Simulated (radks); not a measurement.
Values are calculated unless marked as measured or tabulated.
Ir47+, 30 electrons, occupied as [Ar] 3d10 4s2.

Code: a radial shooting solver on a logarithmic mesh with Libxc functionals. Model: non-relativistic Kohn-Sham, LDA (Slater exchange, Perdew-Wang correlation), spin-unpolarised, spherical densities, point nucleus; relativity is left out, which matters for an element this heavy.

Energy parts (eV):
| part | energy |
|---|---|
| total | -414904.12 |
| kinetic | 414823.71 |
| electron-nucleus | -902458.20 |
| Hartree | 78888.63 |
| exchange-correlation | -6158.26 |

Orbitals (lengths in bohr, moments of r in powers of bohr; <r^-3> diverges for s and p1/2; r(max) is where P^2 peaks):
| orbital | occ. | eigenvalue (eV) | <r> | r(max) | <r^-3> | <r^4> |
|---|---|---|---|---|---|---|
| 1s | 2 | -71641.04 | 0.01968 | 0.01306 | - | 6.740e-07 |
| 2s | 2 | -13866.15 | 0.08280 | 0.07097 | - | 0.0001079 |
| 2p | 6 | -13424.06 | 0.06996 | 0.05502 | 16140 | 0.00006755 |
| 3s | 2 | -4914.822 | 0.2054 | 0.1923 | - | 0.003367 |
| 3p | 6 | -4713.297 | 0.1953 | 0.1807 | 3662 | 0.002945 |
| 3d | 10 | -4344.183 | 0.1701 | 0.1416 | 651.3 | 0.001911 |
| 4s | 2 | -2465.726 | 0.3973 | 0.3960 | - | 0.04297 |
| 4p | 0 | -2377.592 | 0.3922 | 0.3903 | 1265 | 0.04202 |
| 5s | 0 | -1482.566 | 0.6522 | 0.6810 | - | 0.3008 |

The highest occupied level is 4s at -2465.7 eV. The electron density at the nucleus is 3.278e+05 e/bohr^3. Virial ratio -V/T = 2.00019. Summed over all electrons, <r^2> = 1.102 bohr^2, which gives a Langevin (diamagnetic) susceptibility term of -0.873 x 10^-6 cm^3/mol. For comparison, the ionisation energy in NIST's Atomic Spectra Database is 2656 eV (theoretical). In exact Kohn-Sham theory the highest level is minus the ionisation energy, but local and semilocal functionals leave it too shallow, through self-interaction and a potential that decays too fast; potentials with the right tail come closer. The density falls to 0.001 e/bohr^3 at r = 0.92 bohr.
